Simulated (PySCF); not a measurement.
A structure optimised at PBE-D3(BJ)/def2-SVP, used in a PySCF frequency run:

```xyz
11

Ge    -0.0584     0.7795     0.0000
C      0.6948    -1.0483     0.0000
C     -0.3708    -2.1478     0.0000
H      1.0716     1.8450     0.0000
H     -0.9446     0.9900    -1.2595
H     -0.9446     0.9900     1.2595
H      1.3554    -1.1326     0.8885
H      1.3554    -1.1326    -0.8885
H     -1.0271    -2.0839    -0.8927
H     -1.0271    -2.0839     0.8927
H      0.0853    -3.1601     0.0000
```
Charge 0, spin multiplicity 1.

Write its SMILES, formula and point group.

C[CH2][GeH3], C₂H₈Ge, Cs

What are its rotational constants (standard atomic weights)?

22.097, 3.4975, 3.2695 GHz
